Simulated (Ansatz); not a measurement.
Ansatz results at the PBE0-D4/def2-TZVP geometry: zero-point energy (PBE0-D4/def2-TZVP) 54.6 kJ/mol; size of the dipole moment (PBE/def2-TZVPP) 1.90 D; size of the dipole moment (B3LYP/def2-TZVPP) 1.73 D.

Each molecule was computed in one conformer, which needn't be the lowest.

**Question.** Which molecule gave them?
A. `O[SiH]F`•
B. `B[NH]`•
C. `[O][Si](O)(Cl)Cl`•
D. `[O][AlH][F]`•

**Answer.** C. The others give `[O][AlH][F]`•: 29.7, 1.44, 1.42; `O[SiH]F`•: 64.3, 1.38, 1.45; `B[NH]`•: 80.2, 1.25, 1.33.

B3LYP here is the variant with VWN-RPA as its local correlation; programs differ in this.
